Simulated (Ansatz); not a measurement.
## Redistribution: C2H3F3 + C3H5F3O → C2H4F2 + C3H4F4O

Species: C2H3F3 (1,1,2-trifluoroethane) `FCC(F)F`, singlet; C3H5F3O `CCOC(F)(F)F`, singlet; C2H4F2 (1,2-difluoroethane) `FCCF`, singlet; C3H4F4O `FCCOC(F)(F)F`, singlet. The partners trade F for H; both sit on C, so the bond types are kept.

Shapes, held fixed at every level: PBE0-D4/def2-TZVP. Flexible molecules stand in one conformer, not always the lowest. Programs: Ansatz 0.2.0. Electronic energies: no zero-point or thermal term.

Q: Estimate ΔE of this reaction.

A: The highest level, CCSD(T)/CBS estimate, gives ΔE = +47.3 kJ/mol; the levels span +45.4 to +52.5. The column of differences is taken from that level and isn't an error. No measured value is set beside it here. The CBS estimate extrapolates MP2 from def2-TZVPP and def2-QZVPP and adds CCSD(T) − MP2 in the triple-zeta set, cores frozen.

```csv
level,kind,ΔE (kJ/mol),less CCSD(T)/CBS estimate
HF/def2-TZVPP,Hartree–Fock,+47.0,-0.3
r2SCAN-D4/def2-TZVPP,meta-GGA,+52.5,+5.2
B3LYP-D4/def2-TZVPP,global hybrid,+45.4,-1.9
wB97M-V/def2-TZVPP,range-separated hybrid,+49.0,+1.7
B2PLYP/def2-TZVPP,double hybrid,+47.8,+0.5
CCSD(T)/def2-TZVPP,coupled cluster or CI,+48.8,+1.5
CCSD(T)/CBS estimate,coupled cluster or CI,+47.3,0.0
```
